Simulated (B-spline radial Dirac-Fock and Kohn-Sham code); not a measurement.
## The K (1s) hole of terbium ions: width and yield against charge

Method: independent-particle radiative and Coulomb Auger rates from relativistic LDA hole-state orbitals, with Dirac-Fock energies. Computed with a radial finite-basis atomic code. Tabulated ground configurations, configuration averages; single configurations, so decays that open only by mixing (as 1s 2s² with 1s 2p² in Be-like ions) are missing and such tiny yields are far too low.

```
 ion          configuration  radiative (eV)  non-radiative (eV)  yield
  Tb           [Xe] 4f9 6s2            21.7                1.41  0.939
 Tb⁺           [Xe] 4f9 6s1            21.7                1.41  0.939
Tb²⁺               [Xe] 4f9            21.7                1.41  0.939
Tb³⁺               [Xe] 4f8            21.8                1.41  0.939
Tb⁴⁺               [Xe] 4f7            21.8                1.41  0.939
Tb⁵⁺  [Kr] 4d10 4f7 5s2 5p5            21.8                1.41  0.939
Tb⁶⁺  [Kr] 4d10 4f8 5s2 5p3            21.7                1.41  0.939
Tb⁷⁺  [Kr] 4d10 4f7 5s2 5p3            21.7                1.41  0.939
```
